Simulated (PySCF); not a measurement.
[PySCF: geometry from GFN2-xTB; shieldings: GIAO PBE0/pcSseg-1; one conformer; averaged over atoms made equivalent by symmetry, fast rotation or ring inversion; relativity neglected; in vacuum]

Scale: TMS for ¹H and ¹³C (reference shieldings calculated alike). Shifts are as computed. Against solution values, carbons near 30 ppm lie about +3 ppm off and those near 130 ppm about +5 ppm; carbons on Cl a further +6 ppm. Of 1211 compounds with measured shifts, 218 miss one by over three times the rms of a fit or turn the order of signals round; such compounds aren't used in these exercises. Carbons bonded to Cl come out too deshielded.

(1) Order these molecules by the shift of their most shielded carbon, lowest δ first.
A. C=C/P=C(\C=C)C(F)(F)F
B. N#CC([SiH3])[SiH3]
C. CO[C@@H]1OC[C@@H]1C(Cl)(Cl)Cl
D. O=C1OC[C@@H]1C(F)F

(2) Order these molecules by the shift of their most deshielded carbon-bound hydrogen, lowest δ first.
A. CO[C@@H]1OC[C@@H]1C(Cl)(Cl)Cl
B. N#CC([SiH3])[SiH3]
C. C=C/P=C(\C=C)C(F)(F)F
D. O=C1OC[C@@H]1C(F)F

(3) How many ¹³C and ¹H signals does each give (equivalence by symmetry and fast rotation, but not about amide C–N or C=N bonds)? `CO[C@@H]1OC[C@@H]1C(Cl)(Cl)Cl`, `O=C1OC[C@@H]1C(F)F`, `N#CC([SiH3])[SiH3]`, `C=C/P=C(\C=C)C(F)(F)F`

Answers

(1) B (-11.5 ppm, sp3 CH bonded to 2 Si, α to a nitrile), C (55.1 ppm, methyl carbon bonded to O), D (59.3 ppm, sp3 CH2 bonded to O), A (126.1 ppm, terminal =CH2 carbon).

(2) B (1.15 ppm, hydrogen on an sp3 CH bonded to 2 Si, α to a nitrile), A (5.44 ppm, hydrogen on an sp3 carbon bearing two oxygens), D (6.52 ppm, hydrogen on an sp3 CH bonded to 2 F), C (7.39 ppm, hydrogen on an alkene CH).

(3) CO[C@@H]1OC[C@@H]1C(Cl)(Cl)Cl: 5 C, 5 H; O=C1OC[C@@H]1C(F)F: 4 C, 4 H; N#CC([SiH3])[SiH3]: 2 C, 2 H; C=C/P=C(\C=C)C(F)(F)F: 6 C, 6 H.
